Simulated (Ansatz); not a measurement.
Mulliken charges of Cl$_{2}$H$_{2}$Se$_{2}$Ti, SMILES `[Cl][Ti]([Cl])([SeH])[SeH]` from PBE/def2-TZVPP in Ansatz (PBE0-D4/def2-TZVP geometry).

```json
{"atom": "Cl1", "x (Å)": "-0.899", "y (Å)": "-2.395", "z (Å)": "-0.404", "charge (e)": "-0.166"}
{"atom": "Ti2", "x (Å)": "0.160", "y (Å)": "-0.610", "z (Å)": "0.229", "charge (e)": "0.329"}
{"atom": "Cl3", "x (Å)": "1.746", "y (Å)": "-0.913", "z (Å)": "1.679", "charge (e)": "-0.166"}
{"atom": "Se4", "x (Å)": "-1.286", "y (Å)": "0.983", "z (Å)": "1.289", "charge (e)": "-0.069"}
{"atom": "Se5", "x (Å)": "0.968", "y (Å)": "0.331", "z (Å)": "-1.825", "charge (e)": "-0.069"}
{"atom": "H6", "x (Å)": "-2.095", "y (Å)": "1.040", "z (Å)": "0.058", "charge (e)": "0.071"}
{"atom": "H7", "x (Å)": "1.467", "y (Å)": "1.496", "z (Å)": "-1.072", "charge (e)": "0.071"}
```

**Question.** By hand: the dipole of these point charges (1 e Å = 4.8032 D).

**Answer.** Σ q r = (-0.111, 0.438, -0.171) e Å, of length 0.483 e Å = 2.32 D.

**Question.** How does the dipole of the full density compare? (An estimate is asked.)

**Answer.** Computed: (-0.048, 0.191, -0.075) e Å, 1.01 D; the point charges give 2.30 times that, at 0° from its direction.

Point charges leave out the atoms' own dipoles, such as those of lone pairs, and Mulliken's split depends on the basis, so the two needn't agree.
